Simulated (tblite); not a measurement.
Species: C7H12O3.
Atom-mapped SMILES: `[O:1]=[C:2]([OH:3])[C@H:4]1[CH2:5][CH2:6][CH2:7][O:8][CH2:9][CH2:10]1` (hydrogens: H11 on O3; H12 on C4; H13, H14 on C5; H15, H16 on C6; H17, H18 on C7; H19, H20 on C9; H21, H22 on C10)

Computed geometry: GFN2-xTB, gas phase.

Entries marked ? are missing.

```json
{"coordinate": "O1=C2", "value": "?"}
{"coordinate": "C2–O3", "value": "1.340 Å"}
{"coordinate": "C2–C4", "value": "1.514 Å"}
{"coordinate": "C4–C5", "value": "1.544 Å"}
{"coordinate": "C5–C6", "value": "1.529 Å"}
{"coordinate": "C6–C7", "value": "1.533 Å"}
{"coordinate": "C7–O8", "value": "?"}
{"coordinate": "O8–C9", "value": "?"}
{"coordinate": "C9–C10", "value": "1.533 Å"}
{"coordinate": "C4–C10", "value": "1.534 Å"}
{"coordinate": "O3–H11", "value": "0.971 Å"}
{"coordinate": "C4–H12", "value": "1.094 Å"}
{"coordinate": "C5–H13", "value": "1.092 Å"}
{"coordinate": "C5–H14", "value": "1.094 Å"}
{"coordinate": "C6–H15", "value": "1.092 Å"}
{"coordinate": "C6–H16", "value": "1.090 Å"}
{"coordinate": "C7–H17", "value": "1.103 Å"}
{"coordinate": "C7–H18", "value": "1.094 Å"}
{"coordinate": "C9–H19", "value": "1.093 Å"}
{"coordinate": "C9–H20", "value": "1.096 Å"}
{"coordinate": "C10–H21", "value": "1.091 Å"}
{"coordinate": "C10–H22", "value": "1.091 Å"}
{"coordinate": "O1–C2–O3", "value": "?"}
{"coordinate": "O1–C2–C4", "value": "?"}
{"coordinate": "O3–C2–C4", "value": "111.5°"}
{"coordinate": "C2–C4–C5", "value": "105.8°"}
{"coordinate": "C2–C4–C10", "value": "110.7°"}
{"coordinate": "C5–C4–C10", "value": "115.2°"}
{"coordinate": "C4–C5–C6", "value": "114.4°"}
{"coordinate": "C5–C6–C7", "value": "112.8°"}
{"coordinate": "C6–C7–O8", "value": "115.0°"}
{"coordinate": "C7–O8–C9", "value": "?"}
{"coordinate": "O8–C9–C10", "value": "112.9°"}
{"coordinate": "C4–C10–C9", "value": "115.4°"}
```

Fill in the missing values.

- O1=C2 = 1.201 Å, drawn double (acid carbonyl oxygen to carboxylic acid carbon); 0.19 Å below the sum of covalent radii, 1.39 Å.
- C7–O8 = 1.404 Å, drawn single (sp3 carbon bound to oxygen to cyclic ether oxygen); 0.02 Å below the sum of covalent radii, 1.42 Å.
- O8–C9 = 1.411 Å, drawn single (cyclic ether oxygen to sp3 carbon bound to oxygen); 0.01 Å below the sum of covalent radii, 1.42 Å.
- O1–C2–O3 = 122.3°, at the carboxylic acid carbon; the outer atoms are 2.227 Å apart.
- O1–C2–C4 = 126.2°, at the carboxylic acid carbon; the outer atoms are 2.425 Å apart.
- C7–O8–C9 = 115.1°, at the cyclic ether oxygen, inside a 7-membered ring; the outer atoms are 2.375 Å apart.

Radii are Cordero's, carbon taken as 0.76, 0.73 or 0.69 Å for four, three, and two or fewer neighbours.

Its lowest GFN2-xTB frequency is 12 cm⁻¹, too small to tell a flat minimum from a shallow saddle. The numbers are those of one conformer (O1–C2–O3–H 1°, O1–C2–C4–C5 -95°, C2–C4–C5–C6 159°, C4–C5–C6–C7 -84°, C5–C6–C7–O8 75°, C6–C7–O8–C9 -62°).
